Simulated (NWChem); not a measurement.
Program: NWChem. System: ClSi (+1), charge 1, spin multiplicity 1, at a geometry optimised with PBE/def2-SVP. The structure started from a generated list of species. Level: RHF/def2-QZVP.

Input file:

```
start mol
memory heap 200 mb stack 900 mb global 1100 mb
charge 1
geometry units angstroms nocenter noautoz
  Si     0.000000     0.000000     1.093417
  Cl     0.000000     0.000000    -0.900461
  symmetry group C2v
end
basis spherical
  * library def2-qzvp
end
scf
  rhf
  nopen 0
  maxiter 100
  thresh 1e-7
  semidirect memsize 60000000 filesize 0
end
task scf energy
```

NWChem printed:

```
             Northwest Computational Chemistry Package (NWChem) 7.3.0
             --------------------------------------------------------

                                NWChem Input Module
                                -------------------

 Scaling coordinates for geometry "geometry" by  1.889725989
 (inverse scale =  0.529177249)

 Turning off AUTOSYM since
 SYMMETRY directive was detected!

                             Geometry "geometry" -> ""
                             -------------------------

 Output coordinates in angstroms (scale by  1.889725989 to convert to a.u.)

  No.       Tag          Charge          X              Y              Z
 ---- ---------------- ---------- -------------- -------------- --------------
    1 Si                  14.0000     0.00000000     0.00000000     1.09341700
    2 Cl                  17.0000     0.00000000     0.00000000    -0.90046100

 Effective nuclear repulsion energy (a.u.)      63.1654420491

            Nuclear Dipole moment (a.u.)
            ----------------------------
        X                 Y               Z
 ---------------- ---------------- ----------------
     0.0000000000     0.0000000000     0.0000018897

      Symmetry information
      --------------------

 Group name             C2v
 Group number             16
 Group order               4
 No. of unique centers     2

      Symmetry unique atoms

     1    2


 Summary of "ao basis" -> "" (spherical)
 ------------------------------------------------------------------------------
       Tag                 Description            Shells   Functions and Types
 ---------------- ------------------------------  ------  ---------------------
 *                         def2-qzvp                  on all atoms

 Summary of "ao basis" -> "ao basis" (spherical)
 ------------------------------------------------------------------------------
       Tag                 Description            Shells   Functions and Types
 ---------------- ------------------------------  ------  ---------------------
 Si                        def2-qzvp                22       70   9s6p4d2f1g
 Cl                        def2-qzvp                22       70   9s6p4d2f1g

                                 NWChem SCF Module
                                 -----------------

  ao basis        = "ao basis"
  functions       =   140
  atoms           =     2
  closed shells   =    15
  open shells     =     0
  charge          =   1.00
  wavefunction    = RHF
  use symmetry    = T
  symmetry adapt  = T

 Summary of "ao basis" -> "ao basis" (spherical)
 ------------------------------------------------------------------------------
       Tag                 Description            Shells   Functions and Types
 ---------------- ------------------------------  ------  ---------------------
 Si                        def2-qzvp                22       70   9s6p4d2f1g
 Cl                        def2-qzvp                22       70   9s6p4d2f1g

      Symmetry analysis of basis
      --------------------------

        a1         60
        a2         16
        b1         32
        b2         32

 Forming initial guess at       0.2s

      Superposition of Atomic Density Guess
      -------------------------------------

 Sum of atomic energies:        -748.33315966

 Renormalizing density from      31.00 to     30

      Non-variational initial energy
      ------------------------------

 Total energy =    -733.245176
 1-e energy   =   -1123.858953
 2-e energy   =     327.448335
 HOMO         =      -0.720051
 LUMO         =      -0.375858

      Symmetry analysis of molecular orbitals - initial
      -------------------------------------------------

 !! scf_movecs_sym_adapt:   94 vectors were symmetry contaminated

  Symmetry fudging

 !! scf_movecs_sym_adapt:   92 vectors were symmetry contaminated

  Numbering of irreducible representations:

     1 a1          2 a2          3 b1          4 b2

  Orbital symmetries:

     1 a1          2 a1          3 a1          4 a1          5 b1
     6 b2          7 a1          8 a1          9 b1         10 b2
    11 a1         12 a1         13 b1         14 b2         15 a1
    16 b1         17 b2         18 a1         19 a1         20 b2
    21 b1         22 a1         23 a2         24 a1         25 a1

 Starting SCF solution at       4.6s

 ----------------------------------------------
         Quadratically convergent ROHF

 Convergence threshold     :          1.000E-07
 Maximum no. of iterations :          100
 Final Fock-matrix accuracy:          1.000E-09
 ----------------------------------------------

              iter       energy          gnorm     gmax       time
             ----- ------------------- --------- --------- --------
                 1     -747.9832203977  3.21D+00  7.49D-01      4.7
                 2     -748.1742908955  6.69D-01  1.75D-01      4.8
                 3     -748.1997778629  3.36D-01  8.85D-02      5.0
                 4     -748.2031379604  1.81D-02  4.29D-03      5.3
                 5     -748.2031719383  1.36D-04  3.26D-05      5.7
                 6     -748.2031719406  1.53D-08  4.38D-09      6.5

       Final RHF  results
       ------------------

         Total SCF energy =   -748.203171940563
      One-electron energy =  -1153.325389022604
      Two-electron energy =    341.956775032964
 Nuclear repulsion energy =     63.165442049076

        Time for solution =      1.9s

       Symmetry analysis of molecular orbitals - final
       -----------------------------------------------

  Numbering of irreducible representations:

     1 a1          2 a2          3 b1          4 b2

  Orbital symmetries:

     1 a1          2 a1          3 a1          4 a1          5 b2
     6 b1          7 a1          8 b1          9 b2         10 a1
    11 a1         12 a1         13 b1         14 b2         15 a1
    16 b2         17 b1         18 a1         19 a1         20 b1
    21 b2         22 a2         23 a1         24 a1         25 a1

             Final eigenvalues
             -----------------

              1
    1 -105.1025
    2  -69.1665
    3  -10.8273
    4   -8.2934
    5   -8.2925
    6   -8.2925
    7   -6.5033
    8   -4.6018
    9   -4.6018
   10   -4.6016
   11   -1.3648
   12   -0.8998
   13   -0.7333
   14   -0.7333
   15   -0.6915
   16   -0.2313
   17   -0.2313
   18   -0.1038
   19   -0.0340
   20   -0.0032
   21   -0.0032
   22    0.0256
   23    0.0256
   24    0.0293
   25    0.0475

                       ROHF Final Molecular Orbital Analysis
                       -------------------------------------

 Vector   13  Occ=2.000000D+00  E=-7.333488D-01  Symmetry=b1
              MO Center= -2.4D-15,  1.2D-26, -7.0D-01, r^2= 1.3D+00
   Bfn.  Coefficient  Atom+Function         Bfn.  Coefficient  Atom+Function
  ----- ------------  ---------------      ----- ------------  ---------------
    92      0.422433  2 Cl px                89      0.384937  2 Cl px
    80     -0.254700  2 Cl px

 Vector   14  Occ=2.000000D+00  E=-7.333488D-01  Symmetry=b2
              MO Center=  1.4D-26, -2.2D-14, -7.0D-01, r^2= 1.3D+00
   Bfn.  Coefficient  Atom+Function         Bfn.  Coefficient  Atom+Function
  ----- ------------  ---------------      ----- ------------  ---------------
    93      0.422433  2 Cl py                90      0.384937  2 Cl py
    81     -0.254700  2 Cl py

 Vector   15  Occ=2.000000D+00  E=-6.914919D-01  Symmetry=a1
              MO Center= -7.2D-14,  4.9D-15,  8.3D-01, r^2= 2.6D+00
   Bfn.  Coefficient  Atom+Function         Bfn.  Coefficient  Atom+Function
  ----- ------------  ---------------      ----- ------------  ---------------
     8      0.485727  1 Si s                 94     -0.254296  2 Cl pz
    91     -0.249725  2 Cl pz                21      0.235939  1 Si pz
    24      0.226813  1 Si pz                 7      0.216024  1 Si s
     9      0.173578  1 Si s                  6     -0.171771  1 Si s
    82      0.162422  2 Cl pz                 5     -0.153222  1 Si s

 Vector   16  Occ=0.000000D+00  E=-2.313343D-01  Symmetry=b2
              MO Center= -1.1D-26, -1.0D-13,  1.0D+00, r^2= 3.1D+00
   Bfn.  Coefficient  Atom+Function         Bfn.  Coefficient  Atom+Function
  ----- ------------  ---------------      ----- ------------  ---------------
    23      0.511651  1 Si py                26      0.349740  1 Si py
    20      0.304082  1 Si py                11     -0.190714  1 Si py
    96     -0.183324  2 Cl py

 Vector   17  Occ=0.000000D+00  E=-2.313343D-01  Symmetry=b1
              MO Center= -8.6D-14,  4.1D-26,  1.0D+00, r^2= 3.1D+00
   Bfn.  Coefficient  Atom+Function         Bfn.  Coefficient  Atom+Function
  ----- ------------  ---------------      ----- ------------  ---------------
    22      0.511651  1 Si px                25      0.349740  1 Si px
    19      0.304082  1 Si px                10     -0.190714  1 Si px
    95     -0.183324  2 Cl px

 Vector   18  Occ=0.000000D+00  E=-1.037880D-01  Symmetry=a1
              MO Center=  5.3D-13,  5.1D-13,  1.1D+00, r^2= 5.7D+00
   Bfn.  Coefficient  Atom+Function         Bfn.  Coefficient  Atom+Function
  ----- ------------  ---------------      ----- ------------  ---------------
    79      1.042493  2 Cl s                 27      0.924234  1 Si pz
     9     -0.743631  1 Si s                 24      0.483654  1 Si pz
    97      0.379169  2 Cl pz                94      0.297530  2 Cl pz
     8     -0.197828  1 Si s                 21      0.194132  1 Si pz
    77      0.183445  2 Cl s

 center of mass
 --------------
 x =   0.00000000 y =   0.00000000 z =  -0.02694833

 moments of inertia (a.u.)
 ------------------
         220.652890698659           0.000000000000           0.000000000000
           0.000000000000         220.652890698659           0.000000000000
           0.000000000000           0.000000000000           0.000000000000

  Mulliken analysis of the total density
  --------------------------------------

    Atom       Charge   Shell Charges
 -----------   ------   -------------------------------------------------------
    1 Si  14    13.01   1.69  0.01  0.25  0.37  1.07  0.54  0.51  1.17  0.24  5.47 -0.01  0.54  0.44  0.46  0.02  0.00  0.03  0.09  0.06  0.02  0.01  0.00
    2 Cl  17    16.99   1.64  0.01  0.28  0.31  1.08  0.61  0.42  1.16  0.40  5.83 -0.00  0.66  1.92  2.20  0.40  0.00  0.01  0.02  0.03  0.00  0.00  0.00

       Multipole analysis of the density wrt the origin
       ------------------------------------------------

     L   x y z        total         open         nuclear
     -   - - -        -----         ----         -------
     0   0 0 0      1.000000      0.000000     31.000000

     1   1 0 0      0.000000      0.000000      0.000000
     1   0 1 0      0.000000      0.000000      0.000000
     1   0 0 1      1.535106      0.000000      0.000002

     2   2 0 0    -15.044992      0.000000      0.000000
     2   1 1 0     -0.000000      0.000000      0.000000
     2   1 0 1      0.000000      0.000000      0.000000
     2   0 2 0    -15.044992      0.000000      0.000000
     2   0 1 1     -0.000000      0.000000      0.000000
     2   0 0 2    -11.212185      0.000000    108.995884

 Task  times  cpu:        6.6s     wall:        6.6s

 Total times  cpu:        6.6s     wall:        6.6s
```
